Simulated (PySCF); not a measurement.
Al(F)(Cl)(vinyl) (C2H3AlClF), SMILES C=[CH][Al]([Cl])[F].

The structure is a stationary point at PBE0-D3(BJ)/def2-SVP. The values are those of a single conformer.

Two levels are set side by side: TDDFT-PBE/def2-SVPD (PySCF) and TDDFT-LC-ωPBE/def2-SVPD (PySCF). Vertical, same geometry. The lowest singlet is HOMO−1→LUMO 88 % with PBE and HOMO−1→LUMO 89 % with the other functional; states are paired by order. Differences are taken from unrounded values.

```csv
quantity,TDDFT-LC-ωPBE,TDDFT-PBE,TDDFT-PBE minus TDDFT-LC-ωPBE
lowest singlet excitation (eV),6.15,5.46,-0.69
lowest triplet excitation (TDA) (eV),3.91,4.12,0.21
first bright state (f over 0.05) (eV),6.84,6.19,-0.65
its oscillator strength,0.30,0.08,-0.21
```

Functionals without exact exchange tend to place singlet excitations lower, as here. Differences between two approximate levels are no errors against the true value.

Rough cost on one machine, each run with all the roots and properties that it gave: TDDFT-LC-ωPBE against TDDFT-PBE about 6 times.
